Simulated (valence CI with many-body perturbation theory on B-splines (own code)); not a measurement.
# Hyperfine factors and g values of Pm XXVIII

Computed by relativistic CI+MBPT: six valence electrons over a frozen Dirac-Fock core [Ar] 3d10, a basis of 9 s, 9 p, 8 d, 6 f, 3 g, 1 h functions for each j, with the one-electron correlation potential Σ1, the two-electron term Σ2, the three-electron term Σ3, Breit, model QED; selected CI, second order for the rest, scaled by the run's own slope (own B-spline code, finite nucleus).

No measured spectrum was set against this ion. As an estimate, large intervals hold to a few tenths of a per cent, small ones and those within an open d or f shell to about a per cent. Among the levels kept, up to 670 cm⁻¹ of a level comes from second order outside the variational space, and about a tenth of that is noise between levels of different J, which matters for small intervals.

A/g_I is the dipole constant over the nuclear g factor μ/I (μ in nuclear magnetons, uniformly magnetised nucleus), B/Q the quadrupole constant per barn. Both hold the static response of the core; the bare values leave it out. Large factors of s and p1/2 electrons are usually good to 5 to 10 %; those of open d and f shells near neutrality can be off by tens of per cent, and small factors of p3/2, d and f electrons come from cancelling terms and can be off by a factor of two or in sign, in half-filled shells by more. B is blank for J = 1/2, where it vanishes, and for nearly pure S terms. Energies count from the lowest level. Levels with J = 0 are left out.

Levels are named by their leading jj configuration (3d3/2^4 stands for four electrons in 3d with j = 3/2), which in mixed levels can hold well under half, so a name can repeat and another be missing. Letters in brackets count levels of one name in rising energy.

```
                             Level  E (eV)      g  A/g_I (MHz)  A/g_I bare  B/Q (MHz/b)  B/Q bare
        (4s^2 4p1/2^2 4p3/2^2) J=2    0.00  1.363        23800       22600         9970      9550
          (4s^2 4p1/2 4p3/2^3) J=1   30.98  1.499       -12000      -11800       -23300    -22300
          (4s^2 4p1/2 4p3/2^3) J=2   34.42  1.133        61100       58700       -56800    -54300
          (4s 4p1/2^2 4p3/2^3) J=2   97.03  1.491       132000      127000       -40500    -38800
          (4s 4p1/2^2 4p3/2^3) J=1  102.73  1.240       -41600      -39900        -6070     -5810
    (4s^2 4p1/2^2 4p3/2 4d3/2) J=2  107.90  1.033        19200       18400        -5390     -5150
    (4s^2 4p1/2^2 4p3/2 4d3/2) J=3  109.60  1.192        15600       15100        32000     30700
    (4s^2 4p1/2^2 4p3/2 4d3/2) J=1  114.12  1.323       -12800      -12100       -15700    -15100
    (4s^2 4p1/2^2 4p3/2 4d5/2) J=4  115.22  1.302        10500       10200        37600     36100
    (4s^2 4p1/2^2 4p3/2 4d5/2) J=2  119.64  1.307        16300       15900       -26500    -25400
    (4s^2 4p1/2^2 4p3/2 4d5/2) J=3  123.94  1.117        11100       10800        19400     18700
    (4s^2 4p1/2^2 4p3/2 4d5/2) J=1  127.91  0.874         5600        5940         4600      4440
(4s^2 4p1/2 4p3/2^2 4d3/2) J=1 [a]  132.48  1.179       179000      172000        -9270     -8880
(4s^2 4p1/2 4p3/2^2 4d3/2) J=2 [a]  135.83  1.016        36700       35400       -31300    -30000
(4s^2 4p1/2 4p3/2^2 4d3/2) J=3 [a]  138.11  1.121        35600       34300       -12900    -12400
(4s^2 4p1/2 4p3/2^2 4d3/2) J=1 [b]  138.21  0.802        93500       89800       -12600    -12100
    (4s^2 4p1/2 4p3/2^2 4d3/2) J=4  141.57  1.100        35000       33700         5410      5270
(4s^2 4p1/2 4p3/2^2 4d5/2) J=3 [a]  142.22  1.318        -5150       -4840        11900     11400
(4s^2 4p1/2 4p3/2^2 4d5/2) J=4 [a]  143.29  1.259         2430        2460        30300     29100
(4s^2 4p1/2 4p3/2^2 4d3/2) J=2 [b]  145.44  0.877        45700       44200        23700     22800
(4s^2 4p1/2 4p3/2^2 4d5/2) J=4 [b]  146.97  1.162        30900       29700        -4360     -4110
    (4s^2 4p1/2 4p3/2^2 4d5/2) J=5  148.24  1.198        29000       27900         9670      9360
(4s^2 4p1/2 4p3/2^2 4d5/2) J=1 [a]  150.44  1.301        38300       37000         9560      9170
(4s^2 4p1/2 4p3/2^2 4d3/2) J=2 [c]  152.55  1.303        27100       26100        11300     10800
(4s^2 4p1/2 4p3/2^2 4d5/2) J=2 [a]  153.99  1.245       -17800      -16800        35500     34000
(4s^2 4p1/2 4p3/2^2 4d3/2) J=3 [b]  154.15  1.200         8880        8600          876       910
(4s^2 4p1/2 4p3/2^2 4d3/2) J=1 [c]  156.37  1.211        19100       18200       -19400    -18600
(4s^2 4p1/2 4p3/2^2 4d5/2) J=3 [b]  156.38  1.137        32400       31300        39700     38100
(4s^2 4p1/2 4p3/2^2 4d5/2) J=2 [b]  158.49  1.063        34900       33700         5590      5370
(4s^2 4p1/2 4p3/2^2 4d3/2) J=1 [d]  160.01  1.365        51500       49700         7400      7110
(4s^2 4p1/2 4p3/2^2 4d5/2) J=3 [c]  161.13  1.046        32900       31700       -17100    -16300
(4s^2 4p1/2 4p3/2^2 4d5/2) J=1 [b]  163.88  1.040         2580        2810         1290      1250
(4s^2 4p1/2 4p3/2^2 4d5/2) J=2 [c]  165.72  1.176          903         940       -32400    -31000
```

Question: Take the isotope of mass number 147, with I = 7/2, μ = 2.58 μN and Q = 0.74 b. What is the hyperfine structure of (4s 4p1/2^2 4p3/2^3) J=2?

Answer: From the table A = 97400 MHz, B = -30000 MHz. Shifts from the centre of gravity in MHz: F = 3/2: -893000, F = 5/2: -636000, F = 7/2: -284000, F = 9/2: 156000, F = 11/2: 674000.
